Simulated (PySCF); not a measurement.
Correlation energy of Ar²⁺ (argon, charge +2)

[Ne] 3s2 3p4, high-spin 3P determinant. All numbers are calculated (PySCF 2.14, scalar relativity by spin-free X2C-1e, in aug-cc-pVDZ-DK (5s4p2d, 27 functions)). Frozen: [Ne]; 6 electrons correlated.

MP2 pair energies summed by pair of shells (mhartree):

```json
{"pair": "3p-3p", "energy": "-45.68", "share (%)": "49.8"}
{"pair": "3s-3p", "energy": "-39.11", "share (%)": "42.7"}
{"pair": "3s-3s", "energy": "-6.89", "share (%)": "7.5"}
```

Total MP2 correlation energy: -91.68 mhartree.

Same-spin part -22.32 and opposite-spin part -69.35 mhartree; SCS-MP2 scales them by 1/3 and 6/5 to -90.67 mhartree.

| level | correlation energy (mhartree) |
| --- | --- |
| CCSD | -111.02 |
| (T) | -1.22 |
| CCSD(T) | -112.24 |

Diagnostics: T1 = 0.0061, D1 = 0.0205, largest double amplitude 0.043.

Cost of the coupled-cluster step: 0.18 s of wall time on 1 thread of Neoverse-V1 (shared host), for 6 correlated electrons.
